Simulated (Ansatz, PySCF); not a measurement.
CH3N2S, SMILES [NH]C(N)=S (connectivity only; charge and spin as stated), charge -1, multiplicity 1. Atoms are numbered in the order given.

```xyz
7

N      0.9289    -1.0177     0.9129
C      0.0355    -0.3164     0.2793
N     -1.3064    -0.6778     0.5035
S      0.2710     1.0388    -0.8083
H      1.8440    -0.6272     0.6927
H     -1.3968    -1.6418     0.8115
H     -1.9165    -0.4214    -0.2623
```
Charge -1, spin multiplicity 1.

Coordinates come from a r2SCAN-D4/def2-SVPD optimisation. The multiplicity is an assumed one; other spin states were not compared. The isomer is the one that the SMILES or the coordinates give; other isomers of the formula were not compared. The values are those of a single conformer.

Two levels are set side by side: PBE-D3(BJ)/def2-SVPD (Ansatz, a first-principles code) and r2SCAN-D4/def2-SVPD (Ansatz). Each level has its own optimised geometry; the coordinates shown are those of the second. Frequencies come from the Hessian of PySCF at each geometry. Differences are taken from unrounded values.

```
quantity                            r2SCAN-D4
----------------------------------  ---------
mean bond length (Å)                    1.251
bond N1–C2 (Å)                          1.300
bond C2–N3 (Å)                          1.408
bond C2–S4 (Å)                          1.754
bond N1–H5 (Å)                          1.019
bond N3–H6 (Å)                          1.016
bond N3–H7 (Å)                          1.012
highest harmonic wavenumber (cm⁻¹)       3664
mean harmonic wavenumber (cm⁻¹)          1426
zero-point energy (kcal/mol)            30.57
```

Problem. What does PBE-D3(BJ) give, and how far is it from r2SCAN-D4? (The exact figures need the calculation; the answer reports its results.)

Solution. 
```
quantity                            PBE-D3(BJ)  PBE-D3(BJ) minus r2SCAN-D4
----------------------------------  ----------  --------------------------
mean bond length (Å)                     1.259                       0.007
bond N1–C2 (Å)                           1.308                       0.007
bond C2–N3 (Å)                           1.414                       0.006
bond C2–S4 (Å)                           1.763                       0.010
bond N1–H5 (Å)                           1.026                       0.007
bond N3–H6 (Å)                           1.024                       0.007
bond N3–H7 (Å)                           1.019                       0.007
highest harmonic wavenumber (cm⁻¹)        3578                         -86
mean harmonic wavenumber (cm⁻¹)           1385                         -41
zero-point energy (kcal/mol)             29.69                       -0.88
```
